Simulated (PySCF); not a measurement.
## Correlation energy of Zr¹³⁺ (zirconium, charge +13)

Starting occupation: [Ar] 3d9, 3d3/2 with m_j = -3/2, -1/2, +1/2, +3/2, 3d5/2 with m_j = -3/2, -1/2, +1/2, +3/2, +5/2. Calculation: PySCF 2.14, in an uncontracted even-tempered set (17 s from 1 bohr⁻², ratio 2.8; 13 p from 1.3 bohr⁻², ratio 2.8; 8 d from 1.3 bohr⁻², ratio 2.8; 4 f from 7.4 bohr⁻², ratio 3); X2C-1e with screened-nucleus spin-orbit coupling, Gaussian nucleus. Frozen: [Ne]; 17 electrons correlated; the 76 highest virtual spinors left out.

MP2 pair energies summed by pair of shells (mhartree):

| pair | energy | share (%) |
| --- | --- | --- |
| 3d3/2-3d5/2 | -155.42 | 25.1 |
| 3d5/2-3d5/2 | -85.88 | 13.9 |
| 3d5/2-3p3/2 | -79.05 | 12.8 |
| 3d3/2-3p3/2 | -59.27 | 9.6 |
| 3d3/2-3d3/2 | -53.89 | 8.7 |
| 3d5/2-3p1/2 | -30.25 | 4.9 |
| 3d5/2-3s1/2 | -25.72 | 4.2 |
| 3p3/2-3p3/2 | -24.84 | 4.0 |
| 3p1/2-3p3/2 | -24.82 | 4.0 |
| 3d3/2-3p1/2 | -22.93 | 3.7 |
| 3d3/2-3s1/2 | -20.66 | 3.3 |
| 3p3/2-3s1/2 | -17.10 | 2.8 |
| 3p1/2-3s1/2 | -8.26 | 1.3 |
| 3p1/2-3p1/2 | -5.90 | 1.0 |
| 3s1/2-3s1/2 | -4.23 | 0.7 |

Total MP2 correlation energy: -618.19 mhartree.

At this charge the one-electron X2C treatment keeps the bare 1/r₁₂, with no two-electron picture change or Breit term. The effect here is smaller than on the frozen 1s shell.
